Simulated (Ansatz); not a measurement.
The cluster Hg₄O₅, relaxed as a singlet with RKS B3LYP-D4/def2-SVP in Ansatz, starting from the GFN1-xTB geometry. Force threshold 0.02 eV/Å.

In the def2 sets Hg takes a core potential; there is no spin–orbit coupling. The structure holds 2 bonds between oxygen atoms, so isomers without such links may lie far lower. The restricted singlet is unstable towards broken spin symmetry at other levels; at B3LYP-D4/def2-SVP this wasn't settled. Another isomer (singlet) lies 1.73 eV lower at PBE0-D4/def2-TZVP; other spin states weren't run for this one.

Start:

```xyz
9

Hg    1.062   -1.481   -0.564
Hg   -0.914   -2.004    1.038
Hg   -1.528    0.991    1.056
Hg    3.180   -0.912   -2.153
O    -1.258    0.876   -0.946
O     0.425    1.523    1.020
O     0.017    0.699   -1.315
O    -2.059   -0.696    1.894
O     1.073    1.005   -0.030
```

| step | energy (eV) | largest force component (eV/Å) | SCF passes |
| --- | --- | --- | --- |
| 1 | -26928.7678 | 3.361 | 28 |
| 2 | -26930.0466 | 1.621 | 38 |
| 3 | -26930.4923 | 1.152 | 43 |
| 4 | -26930.7139 | 0.510 | 44 |
| 5 | -26930.8545 | 0.832 | 39 |
| 6 | -26931.0032 | 0.679 | 37 |
| 7 | -26931.1493 | 0.299 | 37 |
| 8 | -26931.2302 | 0.287 | 36 |
| 9 | -26931.2509 | 0.181 | 36 |
| 10 | -26931.2658 | 0.117 | 30 |
| 11 | -26931.2677 | 0.129 | 30 |
| 12 | -26931.2696 | 0.041 | 30 |
| 13 | -26931.2699 | 0.042 | 31 |
| 14 | -26931.2702 | 0.014 | 31 |

Force components are those of the run's own axes.

End:

```xyz
9

Hg    0.944   -2.210   -0.828
Hg   -1.577   -1.787    0.553
Hg   -1.075    0.961    1.712
Hg    3.336   -0.238   -2.087
O    -1.043    0.273   -0.975
O     0.323    2.075    0.606
O     0.178    0.340   -1.306
O    -2.210   -0.606    2.260
O     1.124    1.192    0.064
```

Bonds lost: Hg1–Hg4, Hg3–O5 (atoms count from 1).

No frequencies were taken in this run, so the end may be a saddle point.

It took 1.9 min on 4 threads of Arm Neoverse V2 on a shared host, peak host memory 0.76 GiB.
